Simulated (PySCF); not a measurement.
# C5H6ClO2: g tensor and hyperfine couplings

C5H6ClO2 (doublet state).
SMILES with atom numbers: `[CH2:1]/[C:2]([CH2:3][OH:4])=[C:5](/[Cl:6])[CH:7]=[O:8]` (hydrogens: H9, H10 on C1; H11, H12 on C3; H13 on O4; H14 on C7)

Structure used (GFN2-xTB), in Å, numbered top down from 1:
```xyz
14
C5H6ClO2 angstrom
C      0.0922   -1.5079   -0.3496
C     -0.1408   -0.1751   -0.2308
C     -1.5740    0.3034   -0.4066
O     -2.4083   -0.1617    0.6292
C      0.8916    0.7389    0.1006
Cl     0.5346    2.4042    0.2959
C      2.2831    0.4149    0.2991
O      2.7870   -0.6885    0.2297
H     -0.7240   -2.1692   -0.5846
H      1.0685   -1.9307   -0.1994
H     -1.9853   -0.1285   -1.3226
H     -1.6225    1.3953   -0.4852
H     -2.1039    0.2039    1.4673
H      2.9011    1.3007    0.5350
```

The hyperfine couplings belong to this conformer and change with its torsions.

Theory: UKS B3LYP, pcH-1 on C Cl H O, non-relativistic, mean-field spin-orbit, GIAO in PySCF. Geometry: GFN2-xTB, one conformer, isolated molecule. GFN2-xTB frequencies show an imaginary mode (60i cm⁻¹), so this geometry is no minimum at that level. Couplings are sensitive to structure, and on GFN2-xTB geometries they can be far from those on DFT ones. No stability test was run, so a lower SCF solution isn't excluded. ⟨S²⟩ is 0.775 where a pure state has 0.75.

| Item | Value |
| --- | --- |
| g1, g2, g3 | 2.00181, 2.00748, 2.00951 |
| g_iso | 2.00627 |
| Form of g | rhombic: the two nearest values differ by 26 % of g3 − g1 |
| ⟨S²⟩ | 0.7751 (exact 0.7500) |
| α and β electrons | 35, 34 |
| Total energy | -804.73957 Eh |
| Basis functions | 270 |

Isotropic coupling and dipolar principal values T1 to T3, in MHz:

| atom | isotope | a_iso | of which spin–orbit | T1 | T2 | T3 | Mulliken spin population |
| --- | --- | --- | --- | --- | --- | --- | --- |
| C1 | 13C | 39.4 | -0.1 | -39.3 | -37.5 | 76.8 | 0.51 |
| C2 | 13C | -38.0 | 0.1 | -23.3 | 9.9 | 13.4 | -0.20 |
| C3 | 13C | 3.7 | 0.0 | -0.7 | -0.1 | 0.8 | 0.01 |
| O4 | 17O | 0.3 | 0.0 | -2.4 | -0.2 | 2.6 | 0.00 |
| C5 | 13C | 55.1 | 0.3 | -45.5 | -44.1 | 89.6 | 0.51 |
| Cl6 | 35Cl | 4.8 | 0.0 | -22.9 | -16.5 | 39.4 | 0.07 |
| C7 | 13C | -22.6 | 0.0 | -3.1 | -0.5 | 3.6 | -0.04 |
| O8 | 17O | -12.5 | -0.3 | -58.5 | 29.0 | 29.5 | 0.19 |
| H9 | 1H | -32.1 | 0.0 | -19.1 | -1.0 | 20.1 | -0.02 |
| H10 | 1H | -31.4 | 0.0 | -14.7 | -2.7 | 17.3 | -0.02 |
| H11 | 1H | -5.9 | 0.0 | -1.9 | -0.9 | 2.8 | 0.00 |
| H12 | 1H | -0.7 | 0.0 | -2.0 | -0.7 | 2.6 | 0.00 |
| H13 | 1H | 0.5 | 0.0 | -1.6 | -0.3 | 2.0 | 0.00 |
| H14 | 1H | -3.1 | 0.0 | -3.9 | -2.4 | 6.3 | 0.00 |

Largest spin populations (Mulliken): C1 (+0.51), C5 (+0.51), C2 (-0.20) and O8 (+0.19). Three atoms exceed +0.15. The angles at C1 add up to 360.0°, so it is planar.

The SMILES `[CH2]/C(CO)=C(/Cl)C=O` draws the unpaired electron on C1, whose computed spin population is only +0.51.

Axes: g2 points within 2° of the C2–C5 bond.

Under fast tumbling the dipolar parts average out, and these isotropic splittings remain: 1 × 1H (H9, I = 1/2, 2 lines) with 1.14 mT, 1 × 1H (H10, I = 1/2, 2 lines) with 1.12 mT, 1 × 35Cl (Cl6, I = 3/2, 4 lines) with 0.17 mT, 2 × 1H (H11/H12, I = 1/2, 3 lines) with 0.12 mT and 1 × 1H (H14, I = 1/2, 2 lines) with 0.11 mT.

Class means assume fast exchange of nuclei equivalent by connectivity; if that motion is slow, each nucleus keeps its own coupling. H9 and H10 aren't averaged: C1 is flat or nearly so (angle sum 360°), and its turn about the short C1–C2 bond (1.36 Å) is taken as slow. The 1H value of -3.3 MHz is a mean of couplings from -5.9 to -0.7 MHz in this one geometry, not an average over conformers.

Main isotope only: 35Cl (natural samples also hold 24 % 37Cl, magnetic too, which adds its own pattern).

The 17O coupling of O8 (-12.5 MHz) shows only in satellite lines or after enrichment, since that isotope makes up about 0.038 % of natural oxygen.

The 13C coupling of C5 (55.1 MHz) shows only in satellite lines or after enrichment, since that isotope makes up about 1.07 % of natural carbon.

On an Arm Neoverse V1 with one thread, shared host with 32 logical CPUs at a one-minute load of 13, this took 87 s wall (with the writing of density and orbital grids) and 0.96 GiB of memory at its peak.
